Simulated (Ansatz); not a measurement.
(KBr)2 ring (K2Br2), relaxed as a singlet with RKS B3LYP-D4/def2-SVP in Ansatz, starting from the GFN2-xTB geometry. Force threshold 0.02 eV/Å.

Start:

```xyz
4

K     1.117   -1.307   -1.322
Br    0.001    1.469   -1.451
K    -1.118    1.308    1.322
Br   -0.001   -1.470    1.450
```

| step | energy (eV) | largest force component (eV/Å) | SCF passes |
| --- | --- | --- | --- |
| 1 | -172729.5322 | 0.312 | 13 |
| 2 | -172729.6150 | 0.044 | 17 |
| 3 (rejected) | -172729.6097 | 0.107 | 17 |
| 4 | -172729.6161 | 0.002 | 18 |

Force components are those of the run's own axes.

End:

```xyz
4

K     1.0462   -1.2234   -1.2378
Br    0.0013    1.6234   -1.6034
K    -1.0462    1.2234    1.2378
Br   -0.0013   -1.6233    1.6035
```

By distances, no bond broke or formed. The bond that changes most is K1–Br4, from 2.99 to 3.05 Å (atoms count from 1).

No frequencies were taken in this run, so the end may be a saddle point.

Run time 7.5 s (4 threads of Arm Neoverse V1 on a shared host).
